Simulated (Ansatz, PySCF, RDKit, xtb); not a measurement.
Pair of molecules: C2H2 (SMILES C#C) (first 4 atoms) with H4OSi (SMILES O[SiH3]); geometry from B3LYP-D3(BJ)/def2-TZVP.
(charge 0, multiplicity 1):
```xyz
10

C      0.1352     0.8027     0.5367
C      0.2253    -0.3889     0.4559
H      0.0585     1.8612     0.6060
H      0.3089    -1.4465     0.3811
O     -1.0868    -0.0823     3.4667
Si     0.2047    -0.0289     4.4898
H     -0.8974    -0.0101     2.5232
H      1.1598    -1.1372     4.2343
H     -0.3431    -0.1538     5.8559
H      0.9532     1.2485     4.3697
```

Counterpoise-corrected where a basis set is named; no monomer relaxation. RDKit's UFF carries no charges.

The values were computed with Ansatz (an electronic-structure program) with Gaussian orbitals; PySCF for the dispersion terms; RDKit for the force fields; xtb for the GFN methods. Values without a source in brackets are computed.

Problem. One of these levels gives 4.72 kcal/mol for the interaction energy. Which?
(A) GFN2-xTB
(B) UFF
(C) SVWN5/def2-TZVPPD
(D) PBE-D3(BJ)/def2-TZVPPD

Solution. B, UFF. The others give -2.47 (GFN2-xTB), -5.61 (SVWN5/def2-TZVPPD), -4.21 (PBE-D3(BJ)/def2-TZVPPD)
